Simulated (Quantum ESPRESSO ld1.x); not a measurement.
Values are calculated unless marked as measured or tabulated.
Ionisation of neutral platinum, [Xe] 4f14 5d9 6s1, to Pt+, [Xe] 4f14 5d9, under several functionals. Scalar-relativistic Kohn-Sham, spin-polarised, spherical densities, point nucleus; open shells are filled with parallel spins first; ld1.x of Quantum ESPRESSO 7.5.

functional                                              E(Pt) (hartree)  Exc (hartree)  IE (eV)  -e(HOMO) (eV)  <r> HOMO (bohr)  IE error (eV)
LDA (Slater exchange, Perdew-Wang correlation)               -18403.252       -343.942    9.806          5.918            1.699         +0.847
exchange-only LDA                                            -18395.124       -335.717    8.887          4.568            1.704         -0.072
LDA (Slater exchange, VWN5 correlation)                      -18403.285       -343.975    9.811          5.917            1.698         +0.852
LDA (Slater exchange, Perdew-Zunger correlation)             -18403.259       -343.948    9.795          5.943            1.700         +0.836
LDA (Slater exchange, Perdew-Zunger correlation) + SIC       -18423.928       -364.820    9.759          9.164            2.899         +0.800
LDA (Slater exchange, Perdew-Wang correlation) + SIC         -18423.942       -364.835    9.741          9.184            2.898         +0.782

NIST Atomic Spectra Database: 8.959 eV (measured). Closest: exchange-only LDA. The Delta-SCF values span 0.92 eV, the total energies 28.82 hartree. The highest occupied level is 5d. Open shells are spherical and high-spin; term and fine-structure splittings are not resolved. Spin-orbit splitting is averaged out at the scalar-relativistic level.
